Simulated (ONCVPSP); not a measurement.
## Varying the ONCV potential for bromine (Br)

Base potential:

```json
{"Element": "bromine (Br)", "Generator": "ONCVPSP 4.0.1", "Type": "optimised norm-conserving Vanderbilt (ONCV)", "Functional": "PBE", "Relativity": "scalar-relativistic", "Frozen core": "[Ar] 3d10", "Valence charge": "7", "Reference configuration": "4s2 4p4.5 (charge +0.5)", "Partial waves": "4s: rc 1.50 bohr, ncon 4, nbas 7, qcut 4.1 1/bohr, 2 projectors, debl 3.3 Ha; 4p: rc 1.60 bohr, ncon 4, nbas 9, qcut 5.5 1/bohr, 2 projectors, debl 1.8 Ha; d scattering state at 0.24 Ha: rc 1.70 bohr, ncon 3, nbas 7, qcut 6.1 1/bohr, 1 projector", "Local potential": "polynomial inside 1.30 bohr (lpopt 3, dvloc0 3 Ha)", "Core correction": "Teter function, fcfact 5, rcfact 1.65"}
```

All-electron outer shells of the reference configuration (PBE, scalar-relativistic, ld1.x):

```json
{"shell": "3p", "level (eV)": "-178.86", "outermost node (bohr)": "0.21", "outermost maximum (bohr)": "0.48"}
{"shell": "3d", "level (eV)": "-72.09", "outermost node (bohr)": "–", "outermost maximum (bohr)": "0.43"}
{"shell": "4s", "level (eV)": "-25.09", "outermost node (bohr)": "0.67", "outermost maximum (bohr)": "1.41"}
{"shell": "4p", "level (eV)": "-12.50", "outermost node (bohr)": "0.70", "outermost maximum (bohr)": "1.64"}
```

Cutoffs, loose and tight: the cutoffs (Ha) at which the residual kinetic energy of the hardest occupied pseudo-wave falls to 1 and 0.1 mHa per electron. They do not see the model core or the augmentation charge, which bear on the density cutoff. Test errors are all-electron minus pseudo excitation energies from the reference, over the configurations 4s2 4p5; 4s2 4p4; 4s2 4p3; 4s2 4p1. A dash means not determined; rows that change the core or the reference have their own tests.

A true bound ghost makes a file unfit for plane-wave use even where its test errors are small: the radial tests pick states by their node count and pass the ghost by.

```json
{"change": "base", "outcome": "generated", "cutoff, loose": "40 Ha", "cutoff, tight": "52 Ha", "bound ghosts": "none", "GHOST(+) flags above zero": "s", "largest test error (meV)": "-688"}
{"change": "p: rc 1.46", "outcome": "generated", "cutoff, loose": "40 Ha", "cutoff, tight": "52 Ha", "bound ghosts": "none", "GHOST(+) flags above zero": "s", "largest test error (meV)": "-683"}
{"change": "p: rc 1.64", "outcome": "generated", "cutoff, loose": "40 Ha", "cutoff, tight": "52 Ha", "bound ghosts": "none", "GHOST(+) flags above zero": "s", "largest test error (meV)": "-694"}
{"change": "p: rc 1.76", "outcome": "generated", "cutoff, loose": "40 Ha", "cutoff, tight": "52 Ha", "bound ghosts": "none", "GHOST(+) flags above zero": "s", "largest test error (meV)": "-705"}
{"change": "p: rc 1.98", "outcome": "generated", "cutoff, loose": "40 Ha", "cutoff, tight": "52 Ha", "bound ghosts": "none", "GHOST(+) flags above zero": "s", "largest test error (meV)": "-746"}
{"change": "p: rc 2.16", "outcome": "generated", "cutoff, loose": "40 Ha", "cutoff, tight": "52 Ha", "bound ghosts": "none", "GHOST(+) flags above zero": "s", "largest test error (meV)": "-789"}
{"change": "p: rc 2.28", "outcome": "generated", "cutoff, loose": "40 Ha", "cutoff, tight": "52 Ha", "bound ghosts": "none", "GHOST(+) flags above zero": "s", "largest test error (meV)": "-825"}
```

**Question.** What comes out with this change to the base: p: rc 1.14; local potential polynomial inside 1.14 bohr (lpopt 3, dvloc0 3 Ha)?

**Answer.** outcome: generated; cutoff, loose: 193 Ha; cutoff, tight: 226 Ha; bound ghosts: p; GHOST(+) flags above zero: s; largest test error (meV): -710.

**Question.** What comes out with this change to the base: p: rc 1.28; local potential polynomial inside 1.28 bohr (lpopt 3, dvloc0 3 Ha)?

**Answer.** outcome: generated; cutoff, loose: 40 Ha; cutoff, tight: 149 Ha; bound ghosts: none; GHOST(+) flags above zero: s, p; largest test error (meV): -694.

Reading the sweep of the p radius (base included, trends over the rows without a ghost): The loose cutoff stays near 40 Ha. The median size of the test errors (rows with all tests solved) stays near 37.8 meV. Bound ghosts are found at 1.14 bohr.
